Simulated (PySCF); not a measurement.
Open-shell species derived from `CC1C=C(Cl)C(Cl)=C1F`. All by UKS B3LYP (pcH-1 on C Cl F H) in PySCF, non-relativistic with spin–orbit coupling as a perturbation, on GFN2-xTB geometries; isolated species, one conformer each; SCF stability not tested. Couplings are magnitudes for isotopes of over 50 % abundance, averaged over nuclei equivalent by connectivity (but not across a short bond from an atom whose three angles sum to over 350°); populations are Mulliken's. A GFN2-xTB geometry isn't a minimum of the functional, and hyperfine couplings can be far from their values at a DFT geometry.

```csv
species,change,⟨S²⟩,g1,g2,g3,largest spin population on,largest couplings
C[C]1C=C(Cl)C(Cl)=C1F,H removed from sp3 C,0.765,2.0018,2.0071,2.0074,carbon bonded to 3 C (0.48),"3 × 1H 44 MHz, 1 × 19F 15 MHz, 1 × 1H 8 MHz, 1 × 35Cl 5 MHz"
C[C@H]1[C]=C(Cl)C(Cl)=C1F,H removed from sp2 C,0.766,1.9992,2.0027,2.0031,carbon bonded to 2 C (1.04),"1 × 19F 21 MHz, 1 × 1H 10 MHz, 1 × 35Cl 4 MHz, 1 × 35Cl 2 MHz"
```

(1) Predict the same entries for `C[C@@H]1C=C(Cl)[C](Cl)[C@H]1F` [radical] (H added to sp2 C).

(2) Which has the highest and which the lowest g_iso, and which the widest g anisotropy?

(3) How many first-order lines does each doublet give under fast tumbling, over what width, and where is its centre at 9.5 GHz?

## Answers

(1) ⟨S²⟩: 0.775; g1: 2.0016; g2: 2.0050; g3: 2.0059; largest spin population on: carbon bonded to 2 C and H (0.62); largest couplings: 1 × 19F 169 MHz, 1 × 1H 41 MHz, 1 × 1H 38 MHz, 1 × 1H 37 MHz, and 2 smaller. The largest Mulliken spin populations are on C3 (+0.62), C6 (+0.57), C4 (-0.22) and Cl7 (+0.07). The angles at C3 add up to 360.0°, so it is planar; its axial dipolar tensor and the negative coupling of its proton fit spin in a p orbital normal to that plane. (Numbering: [CH3:1][C@@H:2]1[CH:3]=[C:4]([Cl:5])[C:6]([Cl:7])[C@H:8]1[F:9] (hydrogens: H10, H11, H12 on C1; H13 on C2; H14 on C3; H15 on C8).)

(2) Highest: C[C]1C=C(Cl)C(Cl)=C1F (2.0054, largest spin population on carbon bonded to 3 C). Lowest: C[C@H]1[C]=C(Cl)C(Cl)=C1F (2.0017, largest spin population on carbon bonded to 2 C). Widest: C[C]1C=C(Cl)C(Cl)=C1F, g3 − g1 = 0.0056, which alone would spread the powder pattern at 94 GHz over 9.4 mT.

(3) 
| species | lines | width (mT) | centre (mT) |
| --- | --- | --- | --- |
| C[C@@H]1C=C(Cl)[C](Cl)[C@H]1F | 256 | 10.8 | 338.67 |
| C[C]1C=C(Cl)C(Cl)=C1F | 64 | 6.1 | 338.46 |
| C[C@H]1[C]=C(Cl)C(Cl)=C1F | 64 | 1.8 | 339.09 |

Splittings under 0.05 mT aren't counted.

Means can hide wide spreads in the frozen geometry: C[C]1C=C(Cl)C(Cl)=C1F, 3 × 1H from 13 to 88 MHz (mean 44). The drawing needn't show where the spin sits: the atom drawn as the radical centre holds a spin population of 0.57 in C[C@@H]1C=C(Cl)[C](Cl)[C@H]1F and 0.48 in C[C]1C=C(Cl)C(Cl)=C1F.
